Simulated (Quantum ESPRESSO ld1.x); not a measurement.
The numbers below are computed, except where a source is named.
Species: Er XVII. Configuration: [Kr] 4d10 4f6 (the NIST ground configuration). Code: ld1.x of Quantum ESPRESSO 7.5. Model: scalar-relativistic Kohn-Sham, revPBE, spin-unpolarised, spherical densities, point nucleus.

Radial electron density D(r) = 4 pi r^2 rho(r):

r (bohr)   D(r) (e/bohr)
0.0009458          4.877
0.001222           7.322
0.001566           10.74
0.002022           15.73
0.002592           22.38
0.003348           31.46
0.00429            42.53
0.005497           55.47
0.007101           69.57
0.0091             81.79
0.01175            89.96
0.01506            91.31
0.01946            86.57
0.02493            81.37
0.03195            83.89
0.04127            98.99
0.05289            117.2
0.06832            121.3
0.08755            105.9
0.1131             93.26
0.1449             102.4
0.1857             108.1
0.2399             80.44
0.3074             50.85
0.3971             52.31
0.5089             55.77
0.6574             35.87
0.8424             13.43
1.079              2.932
1.394             0.3429
1.787            0.02153

D(r) has 4 maxima, at r = 0.0139, 0.0631, 0.174, 0.474 bohr, and minima at 0.0268, 0.115, 0.341 bohr, inside which lie 1.92, 11.19, 29.60 electrons.
